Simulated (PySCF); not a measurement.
**Bond length, frequency and bond energy of CsBi⁺ by level of theory**

State: ⁴Σ⁻ (quartet), unpaired electrons σ ↑, π ↑↑. Set-up: Cs def2-SVPD with ECP46, Bi def2-SVPD with ECP60; scalar-relativistic core potentials (PySCF 2.14). De refers to Cs⁺ + Bi in their high-spin ground configurations, without counterpoise correction. The functionals are run spin-unrestricted. A positive dipole points towards Bi; it is taken about the centre of mass and depends on that origin.

| Level | Re (Å) | ωe (cm⁻¹) | De (eV) | μ (D) | CPU s a point (SCF and correlation, without the integrals) |
| --- | --- | --- | --- | --- | --- |
| UHF | 4.595 | 24.1 | n/a | -11.76 | 0.18 |
| UHF-MP2 | 4.375 | 30.1 | n/a | n/a | 0.34 |
| UHF-SCS-MP2 | 4.402 | 29.3 | n/a | n/a | n/a |
| PBE | 4.278 | 31.2 | n/a | -10.27 | 0.39 |
| r²SCAN | 4.304 | 30.6 | n/a | -10.56 | 0.48 |
| TPSSh | 4.318 | 29.9 | n/a | -10.53 | 0.58 |
| r²SCANh | 4.296 | 30.8 | n/a | -10.56 | 0.56 |
| PBE0 | 4.286 | 30.5 | n/a | -10.46 | 0.84 |
| MN15 | 4.145 | 33.2 | n/a | -10.14 | 0.59 |
| ωB97X | 4.156 | 34.8 | n/a | -10.19 | 0.64 |

Correlated steps freeze 4 core orbitals. Spin–orbit coupling is left out, which matters for elements this heavy, above all for dissociation energies. The state is the lowest determinant that a PBE0 search found; another state may lie lower at other levels.

The whole job (state search and all levels along the bond) took about 1.5 min on 1 thread of AMD EPYC 7R13 (shared host), peak memory 0.9 GiB.
